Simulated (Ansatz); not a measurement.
Geometry optimisation, RKS B3LYP/STO-3G in Ansatz 0.2.0.

input.yaml

```yaml
crystal:
  periodic: [false, false, false]
  atoms:
    - { symbol: Si, position_ang: [-1.4245, 0.4966, -0.709] }
    - { symbol: B, position_ang: [-0.263, -0.7598, 0.0521] }
    - { symbol: Si, position_ang: [1.4146, -0.1755, 0.7531] }
    - { symbol: Cl, position_ang: [3.067, -1.1176, -0.2798] }
    - { symbol: H, position_ang: [-2.6844, -0.1491, -1.2098] }
    - { symbol: H, position_ang: [-1.8321, 1.555, 0.2965] }
    - { symbol: H, position_ang: [-0.7854, 1.2129, -1.8472] }
    - { symbol: H, position_ang: [-0.5167, -1.8826, 0.0763] }
    - { symbol: H, position_ang: [1.5799, 1.2967, 0.6548] }
    - { symbol: H, position_ang: [1.5278, -0.5277, 2.2158] }
basis:
  gaussian: { orbitals: STO-3G }
hamiltonian:
  xc: b3lyp
relax:
  f_tol: 0.015
  max_steps: 40
output:
  orbitals: {}
```

Launched with:

```bash
$ ansatz run input.yaml --threads 1 --pin off --max-ram 2048MiB --backend cpu --events-out ev --progress --plain --runs-dir out
```

Question: Where does it end, and by what steps?

Answer: It converged. The force dipped under the threshold on the way, but the program's further checks kept it going. Limits of this set-up: minimal basis. After 28 steps the energy has fallen by 0.432 eV; H8 moved furthest, 1.39 Å.

```tsv
step	energy less start (eV)	largest force component (eV/Å)	accepted
0	0.0000	2.878	yes
1	-0.3368	0.590	yes
2	-0.3769	0.315	yes
3	-0.3855	0.069	yes
4	-0.3894	0.061	yes
5	-0.3941	0.126	yes
6	-0.3968	0.123	yes
7	-0.4026	0.262	yes
8	-0.4040	0.357	yes
9	-0.4178	0.045	yes
10	-0.4214	0.242	yes
11	-0.4218	0.246	yes
12	-0.4273	0.033	yes
13	-0.4287	0.015	yes
14	-0.4290	0.143	yes
15	-0.4303	0.043	yes
16	-0.4307	0.020	yes
17	-0.4311	0.026	yes
18	-0.4311	0.051	no
19	-0.4313	0.019	yes
20	-0.4314	0.016	yes
21	-0.4315	0.015	yes
22	-0.4315	0.016	yes
23	-0.4316	0.019	yes
24	-0.4317	0.023	yes
25	-0.4317	0.025	yes
26	-0.4318	0.027	yes
27	-0.4318	0.032	yes
28	-0.4318	0.014	yes
```

```xyz
10
Properties=species:S:1:pos:R:3
Si -1.594 0.541 -0.617
B 0.009 -0.584 -0.442
Si 1.481 -0.199 0.806
Cl 3.045 -1.628 0.728
H -2.773 -0.256 -0.352
H -1.605 1.677 0.276
H -1.685 1.032 -1.976
H 0.085 -1.536 -1.125
H 2.097 1.083 0.523
H 1.023 -0.181 2.182
```

Time of the run: 61 s on 1 thread of Arm Neoverse V1, with other jobs on the host, peak memory 0.12 GiB.
